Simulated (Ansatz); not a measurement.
C₂H₉AlSn (`[CH3][Al]([CH3])[SnH3]`) at its PBE0-D4/def2-TZVP geometry, where that method's forces vanish. Total charge 0; spin multiplicity 1. Sn takes the def2 core potential.

| atom | x (Å) | y (Å) | z (Å) |
| --- | --- | --- | --- |
| C1 | -2.0205 | 0.3354 | -0.5265 |
| Al2 | -0.1571 | 0.2154 | 0.0511 |
| C3 | 0.6504 | 1.6985 | 1.0356 |
| Sn4 | 1.2994 | -1.9520 | -0.4926 |
| H5 | -2.3633 | -0.5380 | -1.0847 |
| H6 | -2.6802 | 0.4606 | 0.3399 |
| H7 | -2.1704 | 1.2192 | -1.1569 |
| H8 | 0.0739 | 1.9151 | 1.9420 |
| H9 | 1.6859 | 1.5186 | 1.3316 |
| H10 | 0.6286 | 2.6126 | 0.4313 |
| H11 | 0.4522 | -3.1824 | -1.3344 |
| H12 | 1.9246 | -2.7033 | 0.9180 |
| H13 | 2.6765 | -1.5996 | -1.4543 |

Q: For each bond, give half the difference of the two atoms' forces along it (eV/Å; positive pushes the atoms apart) under PBE-D4, r2SCAN-D4, B3LYP-D4, ωB97M-V in def2-TZVPP. (Best estimate.)

A: Ansatz gave: 
| bond | length (Å) | PBE-D4 | r2SCAN-D4 | B3LYP-D4 | ωB97M-V |
| --- | --- | --- | --- | --- | --- |
| C1–Al2 | 1.955 | -0.01 | -0.02 | 0.04 | 0.02 |
| C1–H5 | 1.092 | 0.10 | -0.01 | -0.04 | -0.04 |
| C1–H6 | 1.096 | 0.12 | 0.00 | -0.03 | -0.04 |
| C1–H7 | 1.096 | 0.12 | 0.01 | -0.03 | -0.04 |
| Al2–C3 | 1.955 | -0.01 | -0.02 | 0.04 | 0.02 |
| Al2–Sn4 | 2.667 | -0.12 | -0.03 | -0.03 | -0.03 |
| C3–H8 | 1.096 | 0.12 | 0.00 | -0.03 | -0.04 |
| C3–H9 | 1.092 | 0.10 | -0.01 | -0.04 | -0.04 |
| C3–H10 | 1.096 | 0.12 | 0.00 | -0.03 | -0.04 |
| Sn4–H11 | 1.715 | 0.11 | 0.00 | 0.05 | -0.05 |
| Sn4–H12 | 1.716 | 0.12 | 0.01 | 0.05 | -0.06 |
| Sn4–H13 | 1.716 | 0.12 | 0.01 | 0.05 | -0.06 |

B3LYP here is the variant with VWN-RPA as its local correlation; programs differ in this.
